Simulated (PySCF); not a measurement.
Al(Me)3(OH2) (C₃H₁₁AlO), SMILES [CH3][Al]([CH3])([CH3])<-[OH2] (connectivity only; charge and spin as stated), neutral, multiplicity 1.

Geometry: B3LYP-D3(BJ)/def2-SVP. The isomer is the one that the SMILES or the coordinates give; other isomers of the formula were not compared. Other conformers were not sampled.

Level of theory: C-PCM-B3LYP/def2-SVP (PySCF).

The values are the electrostatic part of the solvation free energy, E(continuum) − E(gas) at the gas-phase geometry, in a cavity of scaled van der Waals radii (PySCF's table); cavitation and dispersion terms are not included. A continuum can't describe solvent molecules that bind to the metal. In vacuum the orbital gap is 6.29 eV. The dipole moment in vacuum is 4.22 D.

Question: Estimate the values in water (ε = 78.36), chloroform (ε = 4.71), dimethylsulfoxide (ε = 46.83). (An estimate is asked for; the answer gives what the named calculation found.)

Answer: 
```csv
solvent,ε,ΔG(elec) (kcal/mol),dipole (D),gap (eV)
water,78.36,-9.9,5.16,7.47
chloroform,4.71,-7.7,4.93,7.25
dimethylsulfoxide,46.83,-9.9,5.15,7.46
```
